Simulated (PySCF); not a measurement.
CH₉ClSi₃.
Geometry (GFN2-xTB, Å), atoms numbered from 1 in this order:
```xyz
14
CH9ClSi3 angstrom
C     -2.143   -0.793    0.007
Si    -1.263    0.440    1.153
Si     0.736    1.072    0.135
Si     2.446   -0.504   -0.018
Cl     1.462    2.707    1.153
H     -3.049   -1.176    0.464
H     -2.422   -0.333   -0.937
H     -1.506   -1.644   -0.220
H     -2.204    1.532    1.445
H     -1.029   -0.237    2.440
H      0.468    1.633   -1.204
H      1.931   -1.829    0.344
H      2.993   -0.637   -1.371
H      3.579   -0.230    0.868
```

Computed, not measured: TDDFT B3LYP/def2-SVPD, vertical, gas phase, core orbitals frozen in the response in PySCF. GFN2-xTB frequencies show an imaginary mode (40i cm⁻¹), so this geometry is no minimum at that level.

What does the calculation give for the low-lying excited states?

```json
{"state": "S1", "E (eV)": "5.39", "λ (nm)": "230.2", "f": "0.0036", "main configurations (H = HOMO, L = LUMO)": "H→L (98%)"}
{"state": "S2", "E (eV)": "5.92", "λ (nm)": "209.4", "f": "0.0059", "main configurations (H = HOMO, L = LUMO)": "H-1→L (98%)"}
{"state": "S3", "E (eV)": "6.22", "λ (nm)": "199.2", "f": "0.137", "main configurations (H = HOMO, L = LUMO)": "H→L+1 (93%)"}
{"state": "S4", "E (eV)": "6.71", "λ (nm)": "184.8", "f": "0.017", "main configurations (H = HOMO, L = LUMO)": "H-1→L+1 (83%), H→L+2 (12%)"}
{"state": "S5", "E (eV)": "6.80", "λ (nm)": "182.4", "f": "0.032", "main configurations (H = HOMO, L = LUMO)": "H→L+2 (82%), H-1→L+1 (10%)"}
{"state": "S6", "E (eV)": "6.98", "λ (nm)": "177.7", "f": "0.017", "main configurations (H = HOMO, L = LUMO)": "H→L+3 (78%), H-2→L (10%)"}
{"state": "S7", "E (eV)": "7.04", "λ (nm)": "176.1", "f": "0.105", "main configurations (H = HOMO, L = LUMO)": "H-2→L (81%), H→L+3 (9%)"}
{"state": "S8", "E (eV)": "7.13", "λ (nm)": "173.9", "f": "0.054", "main configurations (H = HOMO, L = LUMO)": "H→L+4 (86%)"}
```

Triplets (Tamm–Dancoff): T1 4.92 eV, H→L (97%); T2 5.50 eV, H-1→L (83%), H→L+1 (11%); T3 5.52 eV, H→L+1 (84%), H-1→L (11%).

The lowest singlet lies at 5.39 eV (230 nm, ultraviolet) and is very weak; its leading configuration is HOMO→LUMO (98%). The most intense listed level is S3 at 6.22 eV (199 nm, f = 0.137), 0.84 eV above S1. Löwdin shares by element: HOMO silicon 53%, chlorine 29% (atoms not listed hold the other 18%); LUMO silicon 62%, chlorine 12% (atoms not listed hold the other 26%). The oscillator strengths of these states sum to 0.373; summed over the whole spectrum of an exact calculation they would give the number of electrons, 74 (Thomas–Reiche–Kuhn). Weighted by f, the mean energy of these states is 6.68 eV. Of the 8 states listed, 6 reach f = 0.01 and none stays under 0.0005. Only the lowest 8 singlets were computed, as vertical energies without vibronic structure.

One conformer stands for the species.
